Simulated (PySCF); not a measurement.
# Correlation energy of Se (selenium, neutral)

[Ar] 3d10 4s2 4p4, high-spin 3P determinant. Calculation: PySCF 2.14, in pcseg-2 (6s5p3d1f, 43 functions); the non-relativistic Hamiltonian (point nucleus). Frozen: [Ar] 3d10; 6 electrons correlated.

MP2 pair energies summed by pair of shells (mhartree):

| pair | energy | share (%) |
| --- | --- | --- |
| 4s-4p | -46.17 | 46.5 |
| 4p-4p | -44.47 | 44.8 |
| 4s-4s | -8.55 | 8.6 |

Total MP2 correlation energy: -99.19 mhartree.

Same-spin part -22.65 and opposite-spin part -76.53 mhartree; SCS-MP2 scales them by 1/3 and 6/5 to -99.39 mhartree.

```csv
level,correlation energy (mhartree)
CCSD,-118.23
(T),-3.56
CCSD(T),-121.79
```

Diagnostics: T1 = 0.0082, D1 = 0.0254, largest double amplitude 0.053.

Cost of the coupled-cluster step: 0.22 s of wall time on 1 thread of Intel(R) Xeon(R) 6975P-C (shared host), for 6 correlated electrons.

Iterations:

```
CC2 = 0
CCSD nocc = (np.int64(4), np.int64(2)), nmo = (29, 29)
frozen orbitals [[0, 1, 2, 3, 4, 5, 6, 7, 8, 9, 10, 11, 12, 13], [0, 1, 2, 3, 4, 5, 6, 7, 8, 9, 10, 11, 12, 13]]
max_cycle = 100
direct = 0
conv_tol = 1e-08
conv_tol_normt = 1e-06
diis_space = 8
diis_start_cycle = 0
Init t2, MP2 energy = -0.0991870069128364
Init E_corr(UCCSD) = -0.0991870069244436
cycle = 1  E_corr(UCCSD) = -0.113830080399288  dE = -0.0146430735  norm(t1,t2) = 0.041489
cycle = 2  E_corr(UCCSD) = -0.116923522853177  dE = -0.00309344245  norm(t1,t2) = 0.0131224
cycle = 3  E_corr(UCCSD) = -0.118275378003165  dE = -0.00135185515  norm(t1,t2) = 0.00517647
cycle = 4  E_corr(UCCSD) = -0.118229836277073  dE = 4.55417261e-05  norm(t1,t2) = 0.000727408
cycle = 5  E_corr(UCCSD) = -0.11823143048054  dE = -1.59420347e-06  norm(t1,t2) = 0.000161471
cycle = 6  E_corr(UCCSD) = -0.118231379808609  dE = 5.06719306e-08  norm(t1,t2) = 4.38977e-05
cycle = 7  E_corr(UCCSD) = -0.118231760516336  dE = -3.80707727e-07  norm(t1,t2) = 9.84912e-06
cycle = 8  E_corr(UCCSD) = -0.11823156012472  dE = 2.00391616e-07  norm(t1,t2) = 2.06514e-06
cycle = 9  E_corr(UCCSD) = -0.11823159803686  dE = -3.79121401e-08  norm(t1,t2) = 4.18621e-07
cycle = 10  E_corr(UCCSD) = -0.11823159366945  dE = 4.36741049e-09  norm(t1,t2) = 8.54759e-08
UCCSD converged
E(UCCSD) = -2399.962845929194  E_corr = -0.1182315936694498
UCCSD(T) correction = -0.0035611171133112
```
